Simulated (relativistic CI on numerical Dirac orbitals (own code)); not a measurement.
Zn VII: computed level list

Computed by Dirac-Coulomb-Breit CI, KLI orbitals optimised for each configuration, model QED, unscaled Slater integrals (own radial code, finite nucleus).

Configurations in the expansion (outside the closed core [Ne]): 3s2.3p6.3d6, 3s2.3p6.3d5.4s, 3s2.3p5.3d7, 3s2.3p6.3d5.4p, 3s2.3p4.3d8, 3s2.3p6.3d5.4d, 3s.3p6.3d7, 3s2.3p6.3d5.5s, 3s2.3p6.3d5.4f, 3s2.3p6.3d5.5p, 3s2.3p6.3d5.5d, 3s2.3p6.3d4.4s2, 3s2.3p6.3d5.5f, 3s2.3p6.3d5.5g. Levels of other configurations are missing.

| No. | Configuration | Term | J | E (cm⁻¹) | % | Next component (%) | Landé g |
| --- | --- | --- | --- | --- | --- | --- | --- |
| 41 | 3d5(4G).4s | 5G | 4 | 403394 | 100 |  | 1.150 |
| 42 | 3d5(4P).4s | 5P | 3 | 411244 | 84 | 14 5D | 1.638 |
| 43 | 3d5(4P).4s | 5P | 2 | 411558 | 86 | 14 5D | 1.785 |
| 44 | 3d5(4P).4s | 5P | 1 | 412006 | 92 | 7 5D | 2.426 |
| 45 | 3d5(4G).4s | 3G | 5 | 415151 | 99 |  | 1.199 |
| 46 | 3d5(4G).4s | 3G | 3 | 415212 | 99 | 1 1F | 0.753 |
| 47 | 3d5(4G).4s | 3G | 4 | 415261 | 98 | 1 5D | 1.057 |
| 48 | 3d5(4D).4s | 5D | 4 | 416448 | 97 | 2 3G | 1.492 |
| 49 | 3d5(4D).4s | 5D | 0 | 416639 | 98 | 2 3P |  |
| 50 | 3d5(4D).4s | 5D | 1 | 416950 | 90 | 7 5P | 1.571 |
| 51 | 3d5(4D).4s | 5D | 2 | 417299 | 84 | 14 5P | 1.543 |
| 52 | 3d5(4D).4s | 5D | 3 | 417313 | 85 | 14 5P | 1.521 |
| 53 | 3d5(4P).4s | 3P | 2 | 423176 | 82 | 15 3D | 1.442 |
| 54 | 3d5(4P).4s | 3P | 1 | 423876 | 87 | 11 3D | 1.392 |
| 55 | 3d5(4P).4s | 3P | 0 | 424474 | 98 | 2 5D |  |
| 56 | 3d5(4D).4s | 3D | 3 | 428371 | 98 | 1 3F | 1.330 |
| 57 | 3d5(4D).4s | 3D | 1 | 429129 | 89 | 10 3P | 0.599 |
| 58 | 3d5(4D).4s | 3D | 2 | 429285 | 84 | 14 3P | 1.211 |
| 59 | 3d5(2I).4s | 3I | 5 | 429602 | 98 | 1 3H | 0.835 |
| 60 | 3d5(2I).4s | 3I | 6 | 429617 | 99 | 1 3H | 1.025 |
| 61 | 3d5(2I).4s | 3I | 7 | 429698 | 100 |  | 1.142 |
| 62 | 3d5(2I).4s | 1I | 6 | 435509 | 98 | 2 3H | 1.002 |
| 63 | 3d5(2D).4s | 3D | 3 | 438638 | 58 | 23 3F | 1.254 |
| 64 | 3d5(2D).4s | 3D | 2 | 438685 | 47 | 29 5F | 1.016 |
| 65 | 3d5(4F).4s | 5F | 1 | 439028 | 57 | 42 3D | 0.214 |
| 66 | 3d5(4F).4s | 5F | 5 | 439992 | 96 | 4 3G | 1.392 |
| 67 | 3d5(4F).4s | 5F | 4 | 440172 | 94 | 4 3F | 1.341 |
| 68 | 3d5(4F).4s | 5F | 3 | 440546 | 81 | 13 3F | 1.230 |
| 69 | 3d5(4F).4s | 5F | 2 | 440841 | 59 | 31 3F | 0.906 |
| 70 | 3d5(2D).4s | 3D | 1 | 442616 | 58 | 42 5F | 0.293 |

Energies count from the lowest computed level. Percentages are summed over parent terms; the parents shown are those of the largest component, closed shells are left out there.

The mean weight of the leading LS term, summed over parents, in these 30 levels is 86 %, and that of the leading jj configuration (from the same eigenvectors) 52 %, so LS coupling describes them better.

At this charge configurations can still be misplaced by up to about 7 % of their energy. Terms inside the open d or f shell come out 10 to 20 % too wide with unscaled integrals. 61 of the 66 excited levels that our extract of the measured tables holds in this range could be paired (the sources list more); they are missed by 3197 cm⁻¹ on average and 9019 at most, and levels without a partner can miss by more. Some levels of the ground configuration have no partner and can miss by 10 % or more.
